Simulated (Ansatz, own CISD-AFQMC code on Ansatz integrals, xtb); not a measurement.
Isomers of CH6Si2. Isolated molecules, 0 K electronic values unless said otherwise. Strings in code marks are SMILES.

Quantity: electronic energy of isomers of CH6Si2 relative to `C1[SiH2][SiH2]1`, in kJ/mol. The restricted reference of `C[SiH]=[SiH2]`, `C=[SiH][SiH3]` and `[SiH2]=C[SiH3]` is unstable towards unrestricted orbitals. AFQMC values (own CISD-AFQMC code on Ansatz (an electronic-structure program) integrals) carry a statistical error of up to ±1.45 kJ/mol (one standard error) and the bias of the phaseless constraint.

Level 1: composite: frozen-core CCSD(T) with HF/cc-pVQZ and the correlation energy extrapolated as X^-3 from cc-pVTZ and cc-pVQZ, plus phaseless AFQMC minus CCSD(T) in cc-pVDZ // PBE0-D3(BJ)/def2-TZVP (Ansatz)
Level 2: frozen-core CCSD(T) with HF/cc-pVQZ and the correlation energy extrapolated as X^-3 from cc-pVTZ and cc-pVQZ // PBE0-D3(BJ)/def2-TZVP (Ansatz)
Level 3: frozen-core CCSD(T)/cc-pVDZ // PBE0-D3(BJ)/def2-TZVP (Ansatz)
Level 4: GFN2-xTB (xtb)

```
species           level 1  level 2  level 3  level 4
----------------  -------  -------  -------  -------
`C[SiH]=[SiH2]`     30.91    28.76     9.52     1.50
`C=[SiH][SiH3]`     39.55    37.95    20.74    -9.43
`[SiH2]=C[SiH3]`    27.23    27.02    18.36   -40.77
```
